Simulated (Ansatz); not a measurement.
System: VO2 (charge 0, doublet). The spin state was set by rule; other spins were not relaxed. 
Structure (B3LYP-D3(BJ)/def2-TZVP (Ansatz, a quantum-chemistry and plane-wave program) minimum search):
```xyz
3

V      0.2010    -0.1990     0.2072
O      0.7601     0.4545    -1.1536
O     -1.3380     0.1178     0.5577
```
Charge 0, spin multiplicity 2.

Total electronic energies in hartree. Correlated levels leave the core frozen unless marked. Open shells are spin-unrestricted. Spin-orbit coupling is left out. Frozen are the shells of the preceding noble gas and the d and f shells that filled before the atom's block. No relativistic terms.  The program attaches cautions to a run behind HF/STO-3G: large difference. The program attaches cautions to a run behind HF/def2-SVP: large difference. The program attaches cautions to a run behind HF/def2-TZVPPD: large difference. The program attaches cautions to a run behind MP2/def2-SVP: large difference. The program attaches cautions to a run behind SCS-MP2/def2-SVPD: large difference. The program attaches cautions to a run behind CCSD/def2-SVP: large difference. The program attaches cautions to a run behind CCSD/def2-SVPD: large difference. The program attaches cautions to a run behind CCSD/def2-TZVPP: large difference. The program attaches cautions to a run behind CCSD(T)/STO-3G: large difference. The program attaches cautions to a run behind CCSD(T)/def2-SVP: large difference. The program attaches cautions to a run behind CCSD(T)/def2-SVPD: large difference.

The UHF reference is spin-contaminated (<S^2> 0.78 over the pure value in the largest basis). The T1 diagnostic of CCSD in the largest basis is 0.117, which is high, so the coupled-cluster rows are less sure than usual.

```csv
level,program,energy (Eh)
HF/STO-3G,Ansatz,-1080.83256
HF/def2-SVP,Ansatz,-1092.28427
HF/def2-TZVPPD,Ansatz,…
BLYP-D4/def2-TZVPD,Ansatz + dftd4,-1094.60316
BLYP/def2-TZVPD,Ansatz,-1094.59918
revPBE-D3(BJ)/def2-TZVPD,Ansatz + dftd3,-1094.42974
r2SCAN/def2-TZVPD,Ansatz,-1094.45192
PBE0/def2-QZVPP,Ansatz,-1094.18004
r2SCAN0/def2-TZVPD,Ansatz,-1094.35300
HSE06-D4/def2-TZVPD,Ansatz + dftd4,-1094.14040
HSE06/def2-TZVPD,Ansatz,-1094.13902
LC-wPBE-D4/def2-TZVPD,Ansatz + dftd4,-1094.23896
LC-wPBE/def2-TZVPD,Ansatz,-1094.23694
MP2/def2-SVP,Ansatz,-1092.71249
RI-MP2/def2-QZVPP,Ansatz,-1093.22914
SCS-MP2/def2-SVPD,Ansatz,…
CCSD/def2-SVP,Ansatz,-1092.81631
CCSD/def2-SVPD,Ansatz,…
CCSD/def2-TZVPP,Ansatz,-1093.26074
CCSD(T)/STO-3G,Ansatz,-1081.13138
CCSD(T)/def2-SVP,Ansatz,-1092.84715
CCSD(T)/def2-SVPD,Ansatz,-1092.90989
```

### Question
What belongs in the gaps?

### Answer

- HF/def2-TZVPPD, energy (Eh): -1092.60143
- SCS-MP2/def2-SVPD, energy (Eh): -1092.78055
- CCSD/def2-SVPD, energy (Eh): -1092.86272
